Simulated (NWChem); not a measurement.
All runs are NWChem calculations. System: HS2, charge 0, spin multiplicity 2, at a geometry optimised with UB3LYP/def2-SVP. The structure started from a generated list of species. Its SCF solution wasn't tested for a lower state. Level: ULC-wPBE (omega 0.3 per bohr)/def2-TZVP.

NWChem printed:

```
             Northwest Computational Chemistry Package (NWChem) 7.3.0
             --------------------------------------------------------

                                NWChem Input Module
                                -------------------

 Scaling coordinates for geometry "geometry" by  1.889725989
 (inverse scale =  0.529177249)

 Turning off AUTOSYM since
 SYMMETRY directive was detected!

                             Geometry "geometry" -> ""
                             -------------------------

 Output coordinates in angstroms (scale by  1.889725989 to convert to a.u.)

  No.       Tag          Charge          X              Y              Z
 ---- ---------------- ---------- -------------- -------------- --------------
    1 S                   16.0000     0.43378000     0.94541000     0.00000000
    2 S                   16.0000    -0.47090900    -0.83929200     0.00000000
    3 H                    1.0000     0.59405400    -1.69787300     0.00000000

 Effective nuclear repulsion energy (a.u.)      77.0907095031

            Nuclear Dipole moment (a.u.)
            ----------------------------
        X                 Y               Z
 ---------------- ---------------- ----------------
    -0.0000188973     0.0000283459     0.0000000000

      Symmetry information
      --------------------

 Group name             Cs
 Group number              2
 Group order               2
 No. of unique centers     3

      Symmetry unique atoms

     1    2    3


 Summary of "ao basis" -> "" (spherical)
 ------------------------------------------------------------------------------
       Tag                 Description            Shells   Functions and Types
 ---------------- ------------------------------  ------  ---------------------
 *                         def2-tzvp                  on all atoms

  pbe96 is a nonlocal functional; adding pw91lda local functional.

                                 NWChem DFT Module
                                 -----------------

 Summary of "ao basis" -> "ao basis" (spherical)
 ------------------------------------------------------------------------------
       Tag                 Description            Shells   Functions and Types
 ---------------- ------------------------------  ------  ---------------------
 S                         def2-tzvp                13       37   5s5p2d1f
 H                         def2-tzvp                 4        6   3s1p

 Summary of "ao basis" -> "ao basis" (spherical)
 ------------------------------------------------------------------------------
       Tag                 Description            Shells   Functions and Types
 ---------------- ------------------------------  ------  ---------------------
 S                         def2-tzvp                13       37   5s5p2d1f
 H                         def2-tzvp                 4        6   3s1p

      Symmetry analysis of basis
      --------------------------

        a'         55
        a"         25

  int_init: cando_txs set to always be  F

            General Information
            -------------------
          SCF calculation type: DFT
          Wavefunction type:  spin polarized.
          No. of atoms     :     3
          No. of electrons :    33
           Alpha electrons :    17
            Beta electrons :    16
          Charge           :     0
          Spin multiplicity:     2
          Use of symmetry is: on ; symmetry adaption is: on
          Maximum number of iterations: 100
          This is a Direct SCF calculation.
          AO basis - number of functions:    80
                     number of shells:    30
          Convergence on energy requested:  1.00D-06
          Convergence on density requested:  1.00D-05
          Convergence on gradient requested:  5.00D-04

              XC Information
              --------------
                     Hartree-Fock (Exact) Exchange  1.000
                     LC-wPBE(h)Exchange Functional  1.000
            Perdew 1991 LDA Correlation Functional  1.000 local
           PerdewBurkeErnz. Correlation Functional  1.000 non-local

           Range-Separation Parameters
           ---------------------------
           Alpha           :  0.00
[...]
    77      1.196839  3 H  s                 76     -0.796550  3 H  s
    56     -0.559120  2 S  py                42     -0.366041  2 S  s
     5      0.285597  1 S  s                 53      0.270499  2 S  py
    19      0.266107  1 S  py                30     -0.193432  1 S  d  2
    65      0.183635  2 S  d  0               4     -0.163472  1 S  s

                     DFT Final Beta Molecular Orbital Analysis
                     -----------------------------------------

 Vector   14  Occ=1.000000D+00  E=-4.601721D-01  Symmetry=a'
              MO Center= -1.6D-01, -2.2D-02, -6.9D-15, r^2= 2.6D+00
   Bfn.  Coefficient  Atom+Function         Bfn.  Coefficient  Atom+Function
  ----- ------------  ---------------      ----- ------------  ---------------
    16      0.329328  1 S  py                52     -0.324713  2 S  px
    53     -0.240343  2 S  py                 5      0.211742  1 S  s
    42      0.175619  2 S  s                 55     -0.173785  2 S  px
     4      0.158694  1 S  s                 13      0.152204  1 S  py
    49     -0.148190  2 S  px                19      0.147051  1 S  py

 Vector   15  Occ=1.000000D+00  E=-4.133519D-01  Symmetry=a"
              MO Center= -1.9D-01, -3.4D-01,  7.2D-15, r^2= 1.9D+00
   Bfn.  Coefficient  Atom+Function         Bfn.  Coefficient  Atom+Function
  ----- ------------  ---------------      ----- ------------  ---------------
    54      0.450401  2 S  pz                57      0.270833  2 S  pz
    17      0.251492  1 S  pz                51      0.194849  2 S  pz
    45     -0.167978  2 S  pz                20      0.135401  1 S  pz
    14      0.110214  1 S  pz                 8     -0.097585  1 S  pz
    48     -0.073224  2 S  pz                27     -0.049134  1 S  d -1

 Vector   16  Occ=1.000000D+00  E=-3.442893D-01  Symmetry=a'
              MO Center=  3.1D-01,  6.0D-01, -1.4D-15, r^2= 2.2D+00
   Bfn.  Coefficient  Atom+Function         Bfn.  Coefficient  Atom+Function
  ----- ------------  ---------------      ----- ------------  ---------------
    15      0.471539  1 S  px                18      0.333883  1 S  px
    12      0.213013  1 S  px                16     -0.187469  1 S  py
     6     -0.177446  1 S  px                19     -0.150178  1 S  py
    42      0.147338  2 S  s                 76     -0.139610  3 H  s
    52     -0.131563  2 S  px                41      0.098458  2 S  s

 Vector   17  Occ=0.000000D+00  E=-6.386262D-02  Symmetry=a"
              MO Center=  1.7D-01,  3.9D-01, -4.3D-15, r^2= 2.7D+00
   Bfn.  Coefficient  Atom+Function         Bfn.  Coefficient  Atom+Function
  ----- ------------  ---------------      ----- ------------  ---------------
    20      0.441404  1 S  pz                17      0.425268  1 S  pz
    57     -0.316419  2 S  pz                54     -0.295196  2 S  pz
    14      0.211010  1 S  pz                 8     -0.170254  1 S  pz
    51     -0.143547  2 S  pz                45      0.113308  2 S  pz
    11     -0.075790  1 S  pz                64      0.051663  2 S  d -1

 Vector   18  Occ=0.000000D+00  E= 5.604115D-02  Symmetry=a'
              MO Center= -1.1D-02, -3.6D-02, -1.1D-15, r^2= 3.9D+00
   Bfn.  Coefficient  Atom+Function         Bfn.  Coefficient  Atom+Function
  ----- ------------  ---------------      ----- ------------  ---------------
    42     -0.787502  2 S  s                  5      0.761894  1 S  s
    56     -0.734309  2 S  py                19     -0.691791  1 S  py
    16     -0.385604  1 S  py                18     -0.360168  1 S  px
    55     -0.361356  2 S  px                53     -0.321284  2 S  py
    15     -0.182099  1 S  px                41     -0.172535  2 S  s

 Vector   19  Occ=0.000000D+00  E= 7.923082D-02  Symmetry=a'
              MO Center=  2.5D-01, -1.2D+00, -3.8D-15, r^2= 3.5D+00
   Bfn.  Coefficient  Atom+Function         Bfn.  Coefficient  Atom+Function
  ----- ------------  ---------------      ----- ------------  ---------------
    77      1.442304  3 H  s                 42     -0.778627  2 S  s
    56      0.669598  2 S  py                55     -0.616844  2 S  px
    52     -0.214816  2 S  px                76      0.190755  3 H  s
    18      0.188463  1 S  px                53      0.185706  2 S  py
    41     -0.161471  2 S  s                 40      0.132695  2 S  s

   alpha - beta orbital overlaps
   -----------------------------

   alpha      1      2      3      4      5      6      7      8      9     10
    beta      1      2      3      4      5      6      7      9      8     10
 overlap   1.000  1.000  1.000  1.000  1.000  1.000  1.000  1.000  1.000  1.000

   alpha     11     12     13     14     15     16     17     18     19     20
    beta     11     12     13     14     15     16     17     18     19     20
 overlap   0.999  0.997  0.998  0.999  0.979  1.000  0.979  0.999  1.000  0.999

   alpha     21     22     23     24     25     26     27     28     29     30
    beta     21     23     22     24     25     27     26     29     28     30
 overlap   0.991  0.980  0.991  0.996  0.998  0.968  0.995  0.985  0.999  0.986

   alpha     31     32     33     34     35     36     37     38     39     40
    beta     31     32     33     34     35     36     37     38     39     40
 overlap   0.998  1.000  0.993  0.999  0.999  0.998  1.000  1.000  0.998  1.000

   alpha     41     42     43     44     45     46     47     48     49     50
    beta     41     42     43     44     45     46     47     48     49     51
 overlap   0.997  0.992  0.996  0.992  0.967  0.884  0.988  0.908  0.989  0.996

   alpha     51     52     53     54     55     56     57     58     59     60
    beta     50     53     52     55     54     56     57     59     58     62
 overlap   0.997  0.994  0.987  0.993  0.969  0.998  0.981  0.982  1.000  0.980

   alpha     61     62     63     64     65     66     67     68     69     70
    beta     60     61     63     64     65     66     67     68     69     70
 overlap   0.980  0.979  1.000  0.997  1.000  1.000  1.000  1.000  1.000  1.000

   alpha     71     72     73     74     75     76     77     78     79     80
    beta     71     72     73     74     75     76     77     78     79     80
 overlap   1.000  1.000  0.996  1.000  0.996  1.000  1.000  1.000  1.000  1.000

     --------------------------
     Expectation value of S2:
     --------------------------
      <S2> =      0.7566 (Exact =     0.7500)

 center of mass
 --------------
 x =  -0.01711870 y =   0.04892637 z =   0.00000000

 moments of inertia (a.u.)
 ------------------
         192.694306397760         -88.372355640429           0.000000000000
         -88.372355640429          48.053435557520           0.000000000000
           0.000000000000           0.000000000000         240.747741955280

     Multipole analysis of the density
     ---------------------------------

     L   x y z        total         alpha         beta         nuclear
     -   - - -        -----         -----         ----         -------
     0   0 0 0     -0.000000    -17.000000    -16.000000     33.000000

     1   1 0 0      0.125847     -0.108855      0.234721     -0.000019
     1   0 1 0     -0.604029     -0.691391      0.087334      0.000028
     1   0 0 1      0.000000      0.000000     -0.000000      0.000000

     2   2 0 0    -19.897015    -23.120340    -21.458536     24.681861
     2   1 1 0     -0.383855    -22.367809    -20.428339     42.412293
     2   1 0 1      0.000000      0.000000     -0.000000      0.000000
     2   0 2 0    -17.520383    -61.975239    -57.156747    101.611602
     2   0 1 1      0.000000      0.000000      0.000000      0.000000
     2   0 0 2    -19.854182    -11.396921     -8.457261      0.000000

 Task  times  cpu:       21.1s     wall:       21.1s

 Total times  cpu:       21.2s     wall:       21.2s
```

### Question
Write an NWChem input that would produce this output.

### Answer
Several could match; the one computed here: 
```
start mol
memory heap 200 mb stack 900 mb global 1100 mb
geometry units angstroms nocenter noautoz
  S      0.433780     0.945410     0.000000
  S     -0.470909    -0.839292     0.000000
  H      0.594054    -1.697873     0.000000
  symmetry group Cs
end
basis spherical
  * library def2-tzvp
end
dft
  xc xwpbe 1.00 cpbe96 1.0 hfexch 1.00
  cam 0.3 cam_alpha 0.00 cam_beta 1.00
  odft
  mult 2
  direct
  iterations 100
end
task dft energy
```
